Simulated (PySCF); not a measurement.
## Al (aluminium, neutral): MN15 calculation

Configuration: [Ne] 3s2 3p1, 2P determinant. Computed with PySCF 2.14 in x2c-TZVPall, with the spin-free X2C one-electron Hamiltonian (Gaussian nucleus).

| Quantity | Value |
| --- | --- |
| Total energy | -242.7739 hartree |
| One-electron energy | -337.3059 hartree |
| Hartree (Coulomb) energy | 113.1183 hartree |
| Exchange-correlation energy | -18.5862 hartree |
| ⟨S²⟩ | 0.7524 |
| ⟨L²⟩ | 2.012 |
| Sum of ⟨r⟩ | 13.59 bohr |
| Sum of ⟨r²⟩ | 32.46 bohr² |
| Traceless quadrupole moment −½Σ⟨3z² − r²⟩ along its main axis | -4.98 e·bohr² |
| Langevin diamagnetic susceptibility | -25.7 ×10⁻⁶ cm³/mol |
| Time after the integrals | 0.5 s of wall time on 1 thread of Neoverse-V1 (shared host) |

```csv
shell,electrons,mean orbital energy (hartree),spread (hartree),"rms radius, mean of both spins (bohr)"
1s α,1,-55.43522,0,0.140
1s β,1,-55.43348,0,0.140
2s α,1,-4.09312,0,0.694
2s β,1,-4.09080,0,0.694
2p α,3,-2.75495,0.00310,0.679
2p β,3,-2.75154,0.01070,0.679
3s α,1,-0.33733,0,2.76
3s β,1,-0.31347,0,2.76
3p α,1,-0.13320,0,3.68
```

Densities and radii are taken from the X2C orbitals without a picture-change correction, which distorts them close to the nucleus.
